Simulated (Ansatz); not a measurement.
Z-matrix (Å, degrees):
```
Ge
N 1 1.866
H 1 1.546 2 110.2
H 1 1.535 2 107.4 3 -120.9
H 1 1.535 2 107.5 3 120.9
C 2 1.272 1 119.7 3 -0.1
B 6 1.575 2 119.7 1 -180.0
H 6 1.108 2 122.1 1 0.0
O 7 1.351 6 116.9 2 179.9
H 7 1.199 6 121.4 2 -0.1
H 9 0.960 7 113.6 6 -180.0
```

Total charge 0; spin multiplicity 1.

**Question.** List the r2SCAN/def2-TZVPP orbital energies in eV (the Gaussian-basis code of Ansatz). (An estimate is asked.)

**Answer.** Ansatz gave: Occupied: -10834.23, -1349.33, -1199.38, -1199.37, -1199.37, -516.75, -385.32, -273.91, -180.89, -167.53, -117.24, -117.20, -117.20, -30.57, -30.51, -30.50, -30.45, -30.43, -27.52, -23.27, -16.14, -14.62, -13.44, -12.08, -10.92, -10.08, -9.79, -9.23, -8.72, -8.03, -8.02, -5.66. Lowest empty: -2.60, 0.21, 0.75, 0.75, 1.02, 1.46, 1.48, 2.36.
